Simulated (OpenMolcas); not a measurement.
**Cl²⁺: Slater's ratio, worked from levels**

```json
{"Program": "OpenMolcas", "Basis": "ANO-RCC-VDZP [4s3p1d]", "Scalar Hamiltonian": "DKH2, point nucleus", "Active space": "3 electrons in 3 orbitals (3p)", "State averaging": "2S+1 = 4 odd, 1 root; 2S+1 = 2 odd, 8 roots", "Spin-orbit coupling": "RASSI with atomic mean-field integrals over the reference wave functions, term energies averaged over their components"}
```

Methods: CASSCF; SS-CASPT2, IPEA 0.25 Eh, imaginary shift 0.1 Eh (closed shells correlated: 2s 2p 3s). Measured levels: Moore, Atomic Energy Levels, vol. I, NSRDS-NBS 35 (1971 reprint of NBS Circular 467, 1949).

**Slater's ratio.** With one set of orbitals, p3 has 2D* - 4S* = 9 F2 and 2P* - 2D* = 6 F2 (F2 = F²/25), a ratio of 2/3. Term energies are centres of gravity, weighted by 2J + 1.

```
   Source  2D* - 4S*  2P* - 4S*  F2 from the first  Ratio
   CASSCF      22628      37659               2514  0.664
SS-CASPT2      20867      33690               2319  0.615
 measured      18093      29875               2010  0.651
```

Energies in cm-1. A ratio away from 2/3 shows effects beyond one configuration with one set of orbitals, and in heavier atoms second-order spin-orbit shifts.

CASPT2 does not keep the components of a term degenerate, so their means are used; among the terms shown or strongly mixed into the levels shown the widest spread is 240 cm-1 (3s2 3p3 2D*, SS-CASPT2). With the s shell closed, the reference lacks s² → p² mixing. Some terms miss by over 15 % even with CASPT2, which points to a basis or an active space too small for the shells correlated (holds for SS-CASPT2). Computed and measured levels are paired by configuration, term and J; levels that our copy of the source lacks, or whose pairing is in doubt (as where it misses far off the trend of its configuration), stay unpaired and out of the deviations. Only configurations of the active space appear.

* marks odd parity.
